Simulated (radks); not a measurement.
The numbers below are computed, except where a source is named.
Species: Nd+. Configuration: [Xe] 4f2.75 5d1.25 6s1 (fractional occupations, a model configuration). Level of theory: scalar-relativistic Kohn-Sham, PBE, spin-unpolarised, spherical densities, finite nucleus; Fermi nuclear charge, rms radius 4.9123 fm (a radial shooting solver on a logarithmic mesh with Libxc functionals). Some entries of the table are withheld. Estimate them.

| orbital | occ. | eigenvalue (hartree) | <r^2> (bohr^2) | r(max) (bohr) |
|---|---|---|---|---|
| 1s | 2 | -1595.349 | 0.0007600 | 0.01510 |
| 2s | 2 | -258.4945 | 0.01204 | 0.08550 |
| 2p | 6 | -231.1446 | 0.009625 | 0.06893 |
| 3s | 2 | -56.54167 | (1) | 0.2438 |
| 3p | 6 | -47.91498 | (2) | 0.2388 |
| 3d | 10 | -35.94138 | 0.06882 | 0.1961 |
| 4s | 2 | -11.68078 | 0.4142 | 0.5647 |
| 4p | 6 | -8.84746 | 0.4670 | 0.5891 |
| 4d | 10 | -4.81596 | 0.5711 | (3) |
| 5s | 2 | -1.86054 | (4) | 1.302 |
| 5p | 6 | -1.15458 | 3.154 | 1.466 |
| 4f | 2.75 | -0.53177 | 1.238 | 0.6474 |
| 5d | 1.25 | -0.32684 | 7.943 | 2.014 |
| 6s | 1 | -0.32654 | 16.46 | 3.388 |

Answer. 
(1) 3s <r^2> (bohr^2): 0.08104
(2) 3p <r^2> (bohr^2): 0.08109
(3) 4d r(max) (bohr): 0.6168
(4) 5s <r^2> (bohr^2): 2.333
